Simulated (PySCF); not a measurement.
AlClH₂Se₂, SMILES [Cl][Al]([SeH])[SeH].

The structure is a stationary point at PBE-D3(BJ)/def2-SVP. The structure was generated by enumeration; whether it is a known compound was not checked. One conformer was computed; it need not be the lowest.

Method: PBE-D3(BJ)/def2-SVP (PySCF).

Frequencies are harmonic and unscaled.

Computed normal modes with their intensities:
| mode | ν (cm⁻¹) | IR (km/mol) | moving atoms (share of kinetic energy) |
|---|---|---|---|
| 1 | 88 | 3.0 | Se 62 %, Cl 19 %, Al 14 % |
| 2 | 100 | 3.2 | Cl 60 %, Se 36 % |
| 3 | 157 | 0.0 | H 99 % |
| 4 | 158 | 15.0 | Al 82 % |
| 5 | 233 | 5.3 | H 93 % |
| 6 | 238 | 0.9 | Se 62 %, Cl 30 % |
| 7 | 461 | 67.6 | Al 68 %, H 20 %, Se 12 % |
| 8 | 534 | 88.8 | Al 39 %, Cl 30 %, H 28 % |
| 9 | 573 | 24.4 | H 78 %, Al 16 % |
| 10 | 619 | 33.3 | H 67 %, Al 27 % |
| 11 | 2354 | 7.8 | H 99 % |
| 12 | 2357 | 13.3 | H 99 % |
